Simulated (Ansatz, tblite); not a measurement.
Forces on Ga5F at its PBE-D4/def2-SVP geometry. Total charge 0; singlet.

The xTB rows come from tblite. The restricted singlet is unstable towards broken spin symmetry at other levels; at PBE-D4/def2-TZVP this wasn't settled. Another isomer (singlet) lies 0.33 eV lower at PBE0-D4/def2-TZVP; other spin states weren't run for this one.

GFN1-xTB (tblite), largest force 1.16 eV/Å:

```xyz
6
positions Å, forces eV/Å
Ga   -0.176    0.307    0.664    0.554   -0.193    0.323
Ga    1.758   -0.248    2.156    0.091   -0.018    0.076
Ga    2.178   -1.191   -0.180    0.388   -0.233   -0.073
Ga   -2.161    0.664   -1.468   -0.207   -0.023   -0.408
Ga    0.312   -0.700   -1.695    0.118   -0.130   -0.241
F    -1.911    1.168    0.524   -0.944    0.597    0.323
```

GFN2-xTB (tblite), largest force 1.21 eV/Å:

```
Ga 0.499 -0.310 -0.156
Ga 0.489 -0.027 0.725
Ga 0.262 -0.200 -0.186
Ga -0.497 0.044 -0.676
Ga 0.152 -0.139 -0.207
F -0.905 0.632 0.501
```

PBE-D4/def2-TZVP (Ansatz), largest force 0.14 eV/Å:

```
Ga 0.042 -0.035 -0.026
Ga -0.003 0.002 -0.015
Ga -0.025 0.006 -0.004
Ga 0.023 -0.036 -0.072
Ga 0.019 0.000 0.012
F -0.057 0.064 0.105
```
